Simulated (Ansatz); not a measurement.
Geometry optimisation, Ansatz, RHF/def2-SVP.

The input (input.yaml):

```yaml
crystal:
  periodic: [false, false, false]
  atoms:
    - { symbol: C, position_ang: [0.3983, -2.2696, -0.4812] }
    - { symbol: "N", position_ang: [1.2473, -1.3375, 0.2339] }
    - { symbol: Si, position_ang: [1.4014, 0.2194, -0.6695] }
    - { symbol: Ge, position_ang: [-0.5028, 1.3741, -0.6898] }
    - { symbol: Si, position_ang: [-1.3968, 1.4774, 1.4535] }
    - { symbol: H, position_ang: [-0.6661, -1.7646, -0.5851] }
    - { symbol: H, position_ang: [0.7836, -2.4484, -1.4985] }
    - { symbol: H, position_ang: [0.2987, -3.1662, 0.0531] }
    - { symbol: H, position_ang: [0.8108, -1.0927, 1.1964] }
    - { symbol: H, position_ang: [2.4419, 1.0471, 0.0496] }
    - { symbol: H, position_ang: [1.8669, -0.0433, -2.0123] }
    - { symbol: H, position_ang: [-0.3367, 2.7992, -1.2301] }
    - { symbol: H, position_ang: [-1.639, 0.6279, -1.5935] }
    - { symbol: H, position_ang: [-1.6309, 0.1347, 2.004] }
    - { symbol: H, position_ang: [-0.4296, 2.1733, 2.3261] }
    - { symbol: H, position_ang: [-2.6699, 2.2464, 1.4879] }
basis:
  gaussian: { orbitals: def2-SVP }
hamiltonian:
  xc: hf
relax:
  f_tol: 0.015
  max_steps: 40
output:
  orbitals: {}
```

Command:

```bash
$ ansatz run input.yaml --threads 2 --pin off --max-ram 3072MiB --backend cpu --events-out ev --progress --plain --runs-dir out
```

Q: Where does it end, and by what steps?

A: The run converged. The force dipped under the threshold on the way, but the program's further checks kept it going. After 27 steps the energy has fallen by 1.001 eV; H6 moved furthest, 1.08 Å.

```json
{"step": "0", "energy less start (eV)": "0.0000", "largest force component (eV/Å)": "3.069", "accepted": "yes"}
{"step": "1", "energy less start (eV)": "-0.8011", "largest force component (eV/Å)": "1.216", "accepted": "yes"}
{"step": "2", "energy less start (eV)": "-0.9057", "largest force component (eV/Å)": "0.733", "accepted": "yes"}
{"step": "3", "energy less start (eV)": "-0.9710", "largest force component (eV/Å)": "0.351", "accepted": "yes"}
{"step": "4", "energy less start (eV)": "-0.9884", "largest force component (eV/Å)": "0.317", "accepted": "yes"}
{"step": "5", "energy less start (eV)": "-0.9930", "largest force component (eV/Å)": "0.032", "accepted": "yes"}
{"step": "6", "energy less start (eV)": "-0.9946", "largest force component (eV/Å)": "0.146", "accepted": "yes"}
{"step": "7", "energy less start (eV)": "-0.9959", "largest force component (eV/Å)": "0.093", "accepted": "yes"}
{"step": "8", "energy less start (eV)": "-0.9973", "largest force component (eV/Å)": "0.051", "accepted": "yes"}
{"step": "9", "energy less start (eV)": "-0.9980", "largest force component (eV/Å)": "0.094", "accepted": "yes"}
{"step": "10", "energy less start (eV)": "-0.9985", "largest force component (eV/Å)": "0.078", "accepted": "yes"}
{"step": "11", "energy less start (eV)": "-0.9989", "largest force component (eV/Å)": "0.043", "accepted": "yes"}
{"step": "12", "energy less start (eV)": "-0.9993", "largest force component (eV/Å)": "0.025", "accepted": "yes"}
{"step": "13", "energy less start (eV)": "-0.9995", "largest force component (eV/Å)": "0.045", "accepted": "yes"}
{"step": "14", "energy less start (eV)": "-0.9996", "largest force component (eV/Å)": "0.047", "accepted": "yes"}
{"step": "15", "energy less start (eV)": "-0.9998", "largest force component (eV/Å)": "0.055", "accepted": "yes"}
{"step": "16", "energy less start (eV)": "-0.9997", "largest force component (eV/Å)": "0.059", "accepted": "no"}
{"step": "17", "energy less start (eV)": "-0.9999", "largest force component (eV/Å)": "0.031", "accepted": "yes"}
{"step": "18", "energy less start (eV)": "-1.0000", "largest force component (eV/Å)": "0.014", "accepted": "yes"}
{"step": "19", "energy less start (eV)": "-1.0001", "largest force component (eV/Å)": "0.014", "accepted": "yes"}
{"step": "20", "energy less start (eV)": "-1.0001", "largest force component (eV/Å)": "0.058", "accepted": "yes"}
{"step": "21", "energy less start (eV)": "-1.0002", "largest force component (eV/Å)": "0.022", "accepted": "yes"}
{"step": "22", "energy less start (eV)": "-1.0003", "largest force component (eV/Å)": "0.012", "accepted": "yes"}
{"step": "23", "energy less start (eV)": "-0.9970", "largest force component (eV/Å)": "0.287", "accepted": "no"}
{"step": "24", "energy less start (eV)": "-1.0005", "largest force component (eV/Å)": "0.024", "accepted": "yes"}
{"step": "25", "energy less start (eV)": "-0.9996", "largest force component (eV/Å)": "0.156", "accepted": "no"}
{"step": "26", "energy less start (eV)": "-1.0006", "largest force component (eV/Å)": "0.015", "accepted": "yes"}
{"step": "27", "energy less start (eV)": "-1.0008", "largest force component (eV/Å)": "0.006", "accepted": "yes"}
```

```xyz
16
Properties=species:S:1:pos:R:3
C 0.343 -2.391 -0.383
N 1.210 -1.337 0.091
Si 1.462 0.201 -0.646
Ge -0.563 1.530 -0.747
Si -1.600 1.654 1.432
H -0.572 -2.489 0.211
H 0.041 -2.195 -1.413
H 0.849 -3.360 -0.381
H 1.630 -1.515 0.981
H 2.454 0.918 0.191
H 1.995 0.073 -2.027
H -0.255 2.956 -1.244
H -1.575 0.915 -1.733
H -2.019 0.299 1.868
H -0.631 2.183 2.425
H -2.793 2.536 1.420
```

Whether the end is a true minimum wasn't checked by a vibrational analysis.

Run time: 50 s on 2 threads of AMD EPYC 9R45 96-Core Processor (Zen 5), on a shared host, peak memory 0.48 GiB.
